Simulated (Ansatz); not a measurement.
Ansatz (an electronic-structure program) input (revPBE/def2-TZVPD):

Ansatz 0.2 input:
```yaml
crystal:
  periodic: [false, false, false]
  atoms:
    - {symbol: Te, position_ang: [0.04424944, 0.01794832, 1.08398968]}
    - {symbol: I, position_ang: [0.96386790, -1.85549558, -0.54142374]}
    - {symbol: I, position_ang: [-1.00728245, 1.83788590, -0.52211331]}
basis:
  gaussian:
    orbitals: def2-TZVPD
hamiltonian:
  xc: {name: revPBE}
total_charge: 1
magnetization: {spin_polarized: true, initial_magnetization: 1}
output: {forces: true}
```

End of the output:

```
integrals: 0.11 GiB planned
1277 factors; their error is unknown
mean field: 0.87 GiB planned
mean field evaluation 1: about -23491.5909 eV, gradient 1.6e1 eV
mean field evaluation 2: about -23489.6595 eV, gradient 2.7e1 eV
mean field evaluation 4: about -23492.7302 eV, gradient 2.9e0 eV
mean field evaluation 8: about -23492.7804 eV, gradient 6.0e-2 eV
mean field evaluation 16: about -23492.7612 eV, gradient 2.2e-4 eV
mean field evaluation 32: about -23491.0706 eV, gradient 5.4e-1 eV
mean field evaluation 64: about -23490.4404 eV, gradient 9.8e0 eV
mean field -23492.76119951 eV, -863.3430501165 hartree, gradient 5.7e-5 eV, S^2 0.752010; 9 other end points of the search recorded, 0 dependent functions left out
the calculation of the forces begins
reference -23492.76124656 eV, -863.3430518456 hartree; 37, 36 occupied and 140, 141 virtual orbitals, 1277 factors
Total energy: -23492.76124656 eV, -863.3430518456 hartree
Atom 0 at     0.044249     0.017948     1.083990 Å, force     0.004690     0.001902     0.114882 eV/Å
Atom 1 at     0.963868    -1.855496    -0.541424 Å, force     0.074178    -0.144334    -0.058190 eV/Å
Atom 2 at    -1.007282     1.837886    -0.522113 Å, force    -0.078868     0.142431    -0.056691 eV/Å
Dipole moment:     0.008220     0.003334     0.201377 e Å
```
